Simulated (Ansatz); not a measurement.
Total energies of Cl2HInS (`[SH][In]([Cl])[Cl]`).

Cartesian coordinates in Å:
```
S -0.5895 -0.8248 -1.6114
In -0.0882 -0.0029 0.5361
Cl -1.1798 -0.7640 2.4155
Cl 1.5322 1.6128 0.8426
H 0.3253 -0.0210 -2.1828
```

The species carries charge 0 and has multiplicity 1. Correlated methods include outer-core shells of In, which these sets cover unevenly. In takes the def2 core potential. The geometry is a stationary point of PBE0-D4/def2-TZVP. It is one conformer, not always the lowest. Basis def2-TZVPP, the Gaussian-basis code of Ansatz.

RPA on PBE orbitals: Hartree–Fock energy of these orbitals -1506.45530 Eh, correlation -1.29290 Eh (frozen core).

```tsv
functional	energy without D4 (Eh)	D4 term (kJ/mol)
LDA (SPW92)	-1504.84776	–
PBE	-1508.96569	-15.4
revPBE	-1509.31816	-31.5
BLYP	-1509.45723	-31.1
r2SCAN	-1509.49796	-3.6
B97M-V	-1509.17673	–
PBE0	-1509.07196	-13.5
B3LYP	-1509.62352	-25.2
r2SCANh	-1509.47951	-4.0
r2SCAN0	-1509.45318	-4.5
HSE06 (plane-wave form)	-1509.04821	-13.0
BHLYP	-1509.43203	-25.4
CAM-B3LYP	-1509.52671	-14.4
LC-ωPBE	-1509.17365	–
ωB97X-V	-1509.29378	–
ωB97M-V	-1509.39559	–
B2PLYP	-1508.91278	–
PBE-QIDH	-1508.61710	–
```

B3LYP takes the VWN-RPA correlation (the form of Gaussian; ORCA's B3LYP/G). HSE06 is the plane-wave form, built on full-range PBE exchange. The double hybrids freeze the cores in their second-order part.

LC-ωPBE has ω = 0.4 bohr⁻¹.
